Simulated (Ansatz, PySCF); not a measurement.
Spin gap between two states, R1 and P1; the higher of the two is an excited state, each structure at its B3LYP-D3(BJ)/def2-TZVP stationary point, reached from a drawn start (curvature not checked).
R1, CCl2 (SMILES Cl[C]Cl) (charge 0, multiplicity 1):
```xyz
3

C      0.0000     0.0000    -0.6623
Cl     1.4092     0.0000     0.3312
Cl    -1.4092     0.0000     0.3312
```
P1, CCl2 (SMILES Cl[C]Cl) (charge 0, multiplicity 3):
```xyz
3

C      0.0000     0.0000    -0.4830
Cl     1.5096     0.0000     0.2416
Cl    -1.5096     0.0000     0.2416
```

| level | spin gap (kcal/mol) | minus CCSD(T)/CBS(cc-pV(T+d)Z, cc-pV(Q+d)Z) | cost |
|---|---|---|---|
| HF/cc-pV(Q+d)Z | -4.99 | -25.04 | - |
| PBE/def2-TZVPP | 18.14 | -1.91 | ×1 |
| PBE-D4/def2-TZVPP | 18.18 | -1.87 | ×1 |
| revPBE/def2-TZVPP | 18.17 | -1.88 | ×1 |
| r2SCAN-D3(BJ)/def2-TZVPP | 11.63 | -8.42 | ×2 |
| B97M-V/def2-TZVPP | 19.67 | -0.38 | ×2 |
| B3LYP/def2-TZVPP | 17.06 | -2.99 | ×1 |
| B3LYP-D3(BJ)/def2-TZVPP | 17.14 | -2.91 | ×1 |
| PBE0/def2-TZVPP | 13.23 | -6.82 | ×1 |
| PBE0-D3(BJ)/def2-TZVPP | 13.26 | -6.79 | ×1 |
| PBE0-D4/def2-TZVPP | 13.26 | -6.79 | ×1 |
| BHLYP-D3(BJ)/def2-TZVPP | 12.16 | -7.89 | ×1 |
| BHLYP-D4/def2-TZVPP | 12.14 | -7.92 | ×1 |
| M06-2X/def2-TZVPP | 17.03 | -3.02 | - |
| wB97M-V/def2-TZVPP | 21.18 | 1.13 | ×3 |
| MP2/cc-pV(T+d)Z | 17.71 | -2.34 | - |
| SCS-MP2/cc-pV(Q+d)Z | 22.18 | 2.13 | - |
| CCSD/cc-pV(D+d)Z | 15.46 | -4.59 | - |
| CCSD/cc-pV(Q+d)Z | 16.42 | -3.63 | - |
| CCSD(T)/CBS(cc-pV(T+d)Z, cc-pV(Q+d)Z) | 20.05 | 0.00 | ×30 |

 The comparison column counts from a level with limits of its own.

P less R. No zero-point or thermal terms; singlets are restricted closed shells; open shells are unrestricted.

Frozen-core correlation throughout. CBS(a, b) extrapolates the correlation energy as X⁻³ and adds the Hartree–Fock energy of set b.

Run with Ansatz (a first-principles code); PySCF for M06-2X and the D3/D4 terms. All values are computed, each at the level named.

Costs are rough ratios of core time to PBE/def2-TZVPP (about 4 s over the structures, on one shared machine); a dash marks a level with no comparable run of its own.
